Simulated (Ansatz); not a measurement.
The same hydrolysis along the group B, Al, Ga, In.

Isolated molecules relaxed with PBE0-D4/def2-TZVP in Ansatz; ΔE leaves out vibrations. CBS: MP2 limit from def2 TZ/QZ plus the TZ coupled-cluster correction, frozen cores. This one scheme is used for every species. DFT in def2-TZVPP. def2 core potentials past Kr. For Ga, In outer-core shells are correlated without core-valence functions, which leaves a few kJ/mol of doubt a bond. Scalar relativity is left out up to krypton. Each species was taken in one conformer, which may not be the lowest.

| reaction | CCSD(T)/def2-SVP (kcal/mol) | PBE0-D4 (kcal/mol) | CCSD(T)/CBS(def2) (kcal/mol) |
| --- | --- | --- | --- |
| `NB(Cl)Cl` + H₂O → `OB(Cl)Cl` + NH₃ | -3.8 | -1.0 | -0.9 |
| `[NH2][Al]([Cl])[Cl]` + H₂O → `[OH][Al]([Cl])[Cl]` + NH₃ | -9.7 | -8.7 | -8.8 |
| `[NH2][Ga]([Cl])[Cl]` + H₂O → `[OH][Ga]([Cl])[Cl]` + NH₃ | -4.1 | -2.4 | -1.5 |
| `[NH2][In]([Cl])[Cl]` + H₂O → `[OH][In]([Cl])[Cl]` + NH₃ | -3.5 | -2.2 | -2.0 |

Largest T1 diagnostic: 0.014, for `[OH][In]([Cl])[Cl]`.
